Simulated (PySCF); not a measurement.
Gas-phase equilibrium of 1 mol ZnCl₂, 0.3 mol H₂O at 1200 K and 0.00100 bar, among 18 species (ClO, O₂, HCl, O, HO₂, Zn, H₂O, H, Zn(OH)₂, HOCl, H₂O₂, O₃, H₂, ZnH₂, ZnCl₂, Cl, Cl₂, OH). Only gases are allowed; each row takes one source of thermochemistry for all species, and Cantera finds the minimum.

Method: PySCF energies plus ideal-gas RRHO corrections (1 bar). † marks an energy on the PBE0/def2-TZVP geometry and frequencies. Open shells (unrestricted) among the columns below: O₂ (multiplicity 3), Cl (multiplicity 2, electronic degeneracy 6); the rest are closed-shell singlets. Spin-orbit splitting is ignored; it lowers the true energy and changes the entropy of Cl. B3LYP is the form with VWN-RPA correlation. Zn: all electrons, no relativistic terms. The harmonic model lacks anharmonicity and excited electronic states, which grow with temperature; levels with a mode under 35 cm⁻¹ are left out. Soft modes under 120 cm⁻¹ make the harmonic entropy rough for ZnCl₂.

Molecules larger than those listed are left out. Table species left out: Zn+.

With B3LYP/def2-TZVP† thermochemistry: ZnCl₂ 0.70, H₂O 0.19, HCl 0.062, Zn 0.031, O₂ 0.016, Cl 0.00035.

Problem. How far does the composition move with the other sources (BLYP/def2-TZVP†, M06-2X/def2-TZVP†, PBE0/def2-QZVP†, r2SCAN/def2-TZVP†, ωB97M-V/def2-TZVP†)?

Solution. 
```tsv
thermochemistry	x ZnCl₂	x H₂O	x HCl	x Zn	x O₂	x Cl
B3LYP/def2-TZVP†	0.70	0.19	0.062	0.031	0.016	0.00035
BLYP/def2-TZVP†	0.63	0.14	0.13	0.067	0.033	0.00056
M06-2X/def2-TZVP†	0.75	0.22	0.013	0.0067	0.0033	4.5e-5
PBE0/def2-QZVP†	0.75	0.22	0.016	0.0080	0.0040	3.4e-5
r2SCAN/def2-TZVP†	0.75	0.22	0.019	0.0094	0.0047	2.0e-5
ωB97M-V/def2-TZVP†	0.75	0.22	0.019	0.0097	0.0049	3.9e-5
```
The most sensitive of these is Cl: it spans a factor of 10^1.5 over these rows; at this temperature one factor of ten is RT ln 10 = 23 kJ/mol.
